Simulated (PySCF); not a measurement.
C3H6OSi, SMILES C#C[Si@@H](C)O.

The structure is a stationary point at PBE-D3(BJ)/def2-SVP. The structure was generated by enumeration; whether it is a known compound was not checked. One conformer was computed; it need not be the lowest.

Level of theory: PySCF with PBE-D3(BJ)/def2-SVP.

Frequencies are harmonic and unscaled.

```
mode  ν (cm⁻¹)  IR (km/mol)  moving atoms (share of kinetic energy)
----  --------  -----------  --------------------------------------
1          113          3.9                  C 46 %, H 33 %, O 14 %
2          136          1.5                          H 82 %, C 15 %
3          162          1.4         C 37 %, H 36 %, O 16 %, Si 11 %
4          215         56.2                  H 60 %, C 20 %, O 16 %
5          240         36.7          H 48 %, O 22 %, C 22 %, Si 8 %
6          327         14.8                 C 62 %, H 24 %, Si 11 %
7          372         53.3         C 54 %, O 20 %, Si 13 %, H 13 %
8          580         34.2                 C 57 %, Si 25 %, H 15 %
9          663         33.5                  H 66 %, C 23 %, Si 9 %
10         689         26.8                          H 76 %, C 24 %
11         705         20.2                          H 75 %, C 24 %
12         716         88.6                 H 43 %, C 30 %, Si 27 %
13         729         21.0                          H 74 %, C 17 %
14         809         42.4                  H 49 %, O 41 %, Si 9 %
15         838         94.0                          H 81 %, C 12 %
16         863        320.3                  H 65 %, Si 20 %, C 9 %
17         914        102.7                 H 50 %, Si 33 %, O 14 %
18        1218         27.3                          H 77 %, C 23 %
19        1376          3.6                                  H 96 %
20        1380          2.7                                  H 96 %
21        2079         31.8                           C 90 %, H 9 %
22        2148        143.4                                  H 97 %
23        2982          0.6                                  H 97 %
24        3086          2.0                           H 91 %, C 9 %
25        3090          1.3                           H 91 %, C 9 %
26        3388         45.5                          H 86 %, C 14 %
27        3765         71.2                                  H 94 %
```
